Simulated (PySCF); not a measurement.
C₃H₉NSi₂.
Bonds: C1–Si2, Si2–C3, C3–Si4, Si4–C5, C5–N6 (triple). Hydrogens: H7, H8, H9 on C1; H10, H11 on Si2; H12, H13 on C3; H14, H15 on Si4.

Jobs on this species (15 atoms, 62 electrons) with PySCF (density fitting). Hardware of each: Arm Neoverse N1, one thread (shared host). Other jobs ran on the host; a repeat could differ by tens of per cent or more. Peak memory is the resident size of the whole Python process, interpreter and libraries included.

```
                                                                         level and settings                                                                          work  basis functions  SCF cycles  wall time  peak memory
                                                                              PBE0/pcSseg-1                                       shieldings, charges and field gradients              161           ?          ?            ?
                                                                               LDA/pcSseg-1                                       shieldings, charges and field gradients              161           ?          ?            ?
                                                                               KT3/6-311G**  spin–spin couplings from 15 perturbed nuclei, spin–dipole term for 3 of them              178          16       53 s     0.57 GiB
                                                                             PBE0/def2-SVPD             6 singlets by full TDDFT, 2 Tamm–Dancoff triplets, polarisability              200          14       44 s     0.76 GiB
                OLYP/pcseg-1, energy threshold 1e-06 Eh, fitting basis def2-universal-jkfit                    6 singlets by TDA, 5 Tamm–Dancoff triplets, polarisability              137           8       22 s     0.49 GiB
                                                                              PBE0/pcSseg-1                                                                    shieldings              161          14       25 s     0.77 GiB
B97-D/6-311G**, IEF-PCM dichloromethane, start guess huckel, fitting basis def2-qzvpp-jkfit                   12 singlets by TDA, 2 Tamm–Dancoff triplets, polarisability              178          13       29 s     0.73 GiB
                                                      B97-2/def2-SVPD, IEF-PCM acetonitrile                                       shieldings, charges and field gradients              200          14       40 s     0.91 GiB
```

Q: Fill in the missing figures.

A: 
- PBE0/pcSseg-1; shieldings, charges and field gradients: 29 s, 0.74 GiB, 14 SCF cycles
- LDA/pcSseg-1; shieldings, charges and field gradients: 32 s, 0.60 GiB, 15 SCF cycles

Q: What do all jobs in the table cost together?

A: About 4.6 min; the longest takes about 19 % of that, and about 2.4 times as long as the shortest.

Note: B97-D ran without an empirical dispersion term, which enters the total energy and its gradient alone.
